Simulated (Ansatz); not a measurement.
The same path of AsH3 + CH7NSi (14 atoms, charge 0, multiplicity 1) was run twice with different band settings. Lost on the way: Si1–C2, H6–As7. Made: Si1–As7, C2–H6.

Computed with Ansatz 0.2.0, RHF/def2-SVP.

Relaxed end points:

```xyz
14
Properties=species:S:1:pos:R:3
Si -0.070 -1.131 -1.236
C 0.667 -1.954 0.286
H 0.396 -1.878 -2.439
H -1.552 -1.205 -1.228
N 0.352 0.552 -1.244
H -1.708 1.596 1.383
As -0.836 2.820 1.268
H 1.759 -1.888 0.277
H 0.402 -3.013 0.321
H 0.308 -1.478 1.200
H -0.146 1.187 -1.839
H 1.314 0.828 -1.179
H 0.392 2.158 1.840
H -1.279 3.406 2.591
```

```xyz
14
Properties=species:S:1:pos:R:3
Si -0.277 0.918 -1.263
C 0.353 -2.767 1.983
H 0.959 0.193 -0.898
H -1.412 -0.028 -1.367
N -0.003 1.675 -2.786
H 0.593 -1.783 2.385
As -0.890 2.462 0.463
H 0.536 -3.526 2.744
H 0.980 -2.966 1.113
H -0.696 -2.794 1.688
H -0.733 2.133 -3.294
H 0.899 2.037 -3.029
H 0.507 2.995 0.679
H -0.816 1.451 1.583
```

Common settings: movable images 7; climbing image yes; optimiser quadratic models (default); start path through a guess of the saddle point; force threshold 0.05 eV/Å; iteration limit 60; end points relaxed.

| run | spring |
| --- | --- |
| 1 | 5.0 eV/Å² |
| 2 | 0.5 eV/Å² |

(1) What does each run give, and how far can it be trusted?

Results:

(1) Run 1: converged after 45 iterations, highest image 3.616 eV above the first end. Neighbouring images differ by up to 3.3 eV, so the band resolves the path poorly. A vibrational analysis at the climbing image gives one clearly imaginary mode, 1176i cm⁻¹: a first-order saddle point.
Run 2: converged after 45 iterations, highest image 3.612 eV above the first end. Neighbouring images differ by up to 3.4 eV, so the band resolves the path poorly. The order of the stationary point at the top wasn't checked.
The orbitals stay closed-shell, which can raise the energy where a bond breaks towards radicals; this wasn't checked here.
